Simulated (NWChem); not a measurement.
**Relativistic effects in Sb**

SMILES: [Sb]
```xyz
1

Sb     0.0000     0.0000     0.0000
```
Charge 0, spin multiplicity 4.

All runs are NWChem calculations.

Functional B3LYP, all-electron basis x2c-SVPall-2c, contracted for the X2C Hamiltonian and used here with ZORA. The ion keeps the geometry and has multiplicity 3 in the scalar run; the spin-orbit run starts from the same electron counts.

Relative cost: rough, from shared machines, SCF included, scalar ZORA = 1.

B3LYP has NWChem's definition, with VWN1-RPA local correlation. The stability of the SCF solutions was not checked.

```
Hamiltonian      ΔSCF ionisation energy (eV)  relative cost
---------------  ---------------------------  -------------
scalar ZORA                             8.93              1
spin-orbit ZORA                         8.88        under 3
```

From scalar ZORA to spin-orbit ZORA the ionisation energy drops by 0.05 eV.
